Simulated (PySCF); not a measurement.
**Dipole response of Se⁻ (selenium, charge -1)**

[Ar] 3d10 4s2 4p5, 2P determinant. Computed with PySCF 2.14 in aug-cc-pVQZ-PP with one added diffuse shell each of s, p, d, f, g type with ECP10MDF (8s7p6d4f3g, 114 functions), with scalar relativity through the core potential. Coupled (time-dependent) response in atomic units; α is the mean over directions.

| method | mean α (bohr³) | α xx, yy, zz | C₆ (like pair) | S(−4) |
| --- | --- | --- | --- | --- |
| UHF | 65.89 | 51.30, 73.19, 73.19 | 747.7 | 2243 |

S(−4) is the Cauchy moment in α(ω) = α(0) + S(−4) ω² + …

Spin-orbit coupling is absent.

α(iu) at UHF:

```json
{"u (hartree)": "0", "α(iu) (bohr³)": "65.89"}
{"u (hartree)": "0.0500", "α(iu) (bohr³)": "61.04"}
{"u (hartree)": "0.100", "α(iu) (bohr³)": "51.67"}
{"u (hartree)": "0.200", "α(iu) (bohr³)": "35.75"}
{"u (hartree)": "0.300", "α(iu) (bohr³)": "25.64"}
{"u (hartree)": "0.500", "α(iu) (bohr³)": "14.76"}
{"u (hartree)": "0.750", "α(iu) (bohr³)": "8.584"}
{"u (hartree)": "1.00", "α(iu) (bohr³)": "5.574"}
{"u (hartree)": "1.50", "α(iu) (bohr³)": "2.895"}
{"u (hartree)": "2.00", "α(iu) (bohr³)": "1.786"}
{"u (hartree)": "3.00", "α(iu) (bohr³)": "0.8994"}
{"u (hartree)": "5.00", "α(iu) (bohr³)": "0.3771"}
```

A single London oscillator, α(iu) = α/(1 + u²/ω²), gives C₆ = (3/4) ω α². Matching the computed C₆ needs ω = 4 × 747.7 / (3 × 65.89²) = 0.230 hartree.

For an ion, C₆ is the dispersion term alone; charge-induced terms of lower order in 1/R come first.

The components differ because the open shell of this determinant is not spherical; for a pure term their mean is the scalar polarisability.

Energies and moments cover only the electrons outside the core potential.
